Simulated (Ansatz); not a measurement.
Geometry optimisation, Ansatz, RKS PBE/def2-SVP.

input.yaml

```yaml
crystal:
  periodic: [false, false, false]
  atoms:
    - { symbol: Ta, position_ang: [-0.119591, -0.131377, -0.061902] }
    - { symbol: Cl, position_ang: [2.295668, -0.40641, -0.242549] }
    - { symbol: F, position_ang: [0.241695, 0.344891, 1.738844] }
    - { symbol: Cl, position_ang: [-0.242154, -0.435536, -2.370747] }
    - { symbol: Cl, position_ang: [-1.735767, 1.509191, -0.122109] }
    - { symbol: F, position_ang: [-0.921033, -1.743364, 0.379927] }
    - { symbol: Br, position_ang: [1.653961, 3.15232, -1.002654] }
    - { symbol: H, position_ang: [2.68302, 2.063386, -0.84971] }
basis:
  gaussian: { orbitals: def2-SVP }
hamiltonian:
  xc: pbe
relax:
  f_tol: 0.03
  max_steps: 50
output:
  orbitals: {}
```

Run as:

```bash
$ ansatz run input.yaml --threads 4 --pin off --max-ram 5120MiB --backend cpu --events-out ev --progress --plain --runs-dir out
```

Problem. Where does it end, and by what steps?

Solution. The run converged. After 11 steps the energy has fallen by 0.204 eV; Br7 moved furthest, 0.61 Å. Joined: Ta1–Br7 (3.85 → 3.07 Å).

```csv
step,energy less start (eV),largest force component (eV/Å),accepted
0,0.0000,1.020,yes
1,-0.0747,0.652,yes
2,-0.1024,0.138,yes
3,-0.1174,0.654,yes
4,-0.1539,0.534,yes
5,-0.1897,0.190,yes
6,-0.1979,0.128,yes
7,-0.1995,0.092,yes
8,-0.2026,0.063,yes
9,-0.2032,0.069,yes
10,-0.2039,0.059,yes
11,-0.2041,0.007,yes
```

```xyz
8
Properties=species:S:1:pos:R:3
Ta 0.001 -0.015 -0.114
Cl 2.257 -0.690 -0.224
F 0.400 0.644 1.619
Cl -0.160 -0.255 -2.438
Cl -1.814 1.467 -0.142
F -0.825 -1.598 0.389
Br 1.331 2.672 -0.794
H 2.666 2.127 -0.827
```

Whether the end is a true minimum wasn't checked by a vibrational analysis.

Time of the run: 35 s on 4 threads of Arm Neoverse V1, on a shared host, peak memory 0.25 GiB.
